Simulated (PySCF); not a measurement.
# Correlation energy of Nb (niobium, neutral)

[Kr] 4d3 5s1 5p1, one real determinant (an excited configuration). Calculation: PySCF 2.14, in x2c-TZVPPall with one added diffuse shell each of s, p, d, f type (9s7p7d3f1g, 95 functions); scalar relativity by spin-free X2C-1e. Frozen: [Kr]; 5 electrons correlated.

```csv
level,correlation energy (mhartree)
CCSD,-41.45
(T),-1.23
CCSD(T),-42.68
```

Diagnostics: T1 = 0.010, D1 = 0.0273, largest double amplitude 0.064.

The real determinant used has ⟨L²⟩ near 14 against 20 for a pure G term, so it mixes terms.

Cost of the coupled-cluster step: about 11 core-seconds, for 5 correlated electrons.

The reference is one real determinant that mixes LS terms of this configuration.
